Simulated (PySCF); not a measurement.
C4HO3 (charge -1).
Atom-mapped SMILES: `[O:1]=[CH:2][C:3]#[C:4][C:5](=[O:6])[O-:7]` (hydrogens: H8 on C2)

Structure used (GFN2-xTB), in Å, numbered top down from 1:
```
atom  x, y, z in Å
O1     2.7449   -0.9732   -0.0923
C2     1.9820   -0.2472    0.5204
C3     0.6126   -0.0433    0.3008
C4    -0.5533    0.2417    0.0829
C5    -2.0650    0.2507    0.2129
O6    -2.7522    1.0218   -0.4368
O7    -2.3288   -0.6181    1.0585
H8     2.3689    0.3770    1.3639
```

The closed-shell SCF was solved with PySCF and density fitting under several settings on one GFN2-xTB geometry (grid level 2 and gas phase unless stated).

```tsv
settings	basis functions	SCF cycles	E (Eh)	HOMO (eV)	LUMO (eV)
PBE0/pcSseg-1	124	16	-378.2345	-2.43	2.12
PBE0/def2-SVPD	157	16	-378.0162	-2.80	1.80
BP86/pcSseg-1	124	21	-378.6810	-1.15	1.31
PBE0/def2-SVPD, IEF-PCM cyclohexane, fitting basis def2-universal-jkfit	157	13	-378.0603	-5.04	-0.18
PBE0/pcJ-1, start guess huckel	199	20	-378.2720	-2.43	2.12
PBE0/def2-SVPD, IEF-PCM cyclohexane, energy threshold 1e-08 Eh, fitting basis def2-universal-jkfit	157	12	-378.0603	-5.04	-0.18
OPBE/ANO-RCC-VDZP	103	22	-378.6340	-1.16	1.37
mPW1PW91/pcJ-1, grid level 1	199	14	-378.5870	-2.48	2.09
```

Task: Estimate the row for these settings: X3LYP/STO-3G, IEF-PCM water, fitting basis def2-universal-jkfit.

Result: 
```
                                                       settings  basis functions  SCF cycles     E (Eh)  HOMO (eV)  LUMO (eV)
X3LYP/STO-3G, IEF-PCM water, fitting basis def2-universal-jkfit               36          12  -373.3646      -1.38       2.33
```

Task: Over all rows, what range does the HOMO–LUMO gap span?

Result: From 2.46 eV to 4.86 eV.

Task: Compare two rows with the functional PBE0: PBE0/pcSseg-1 and PBE0/pcJ-1, start guess huckel. Which energy is lower, and by how much?

Result: PBE0/pcJ-1, start guess huckel (199 functions) lies 0.0375 Eh or 24 kcal/mol below PBE0/pcSseg-1 (124 functions).

Cycle counts include a coarse-grid stage where the run had one. ANO-RCC sets were contracted for a scalar-relativistic Hamiltonian, but ran non-relativistically here. The species at its GFN2-xTB geometry (one conformer only).
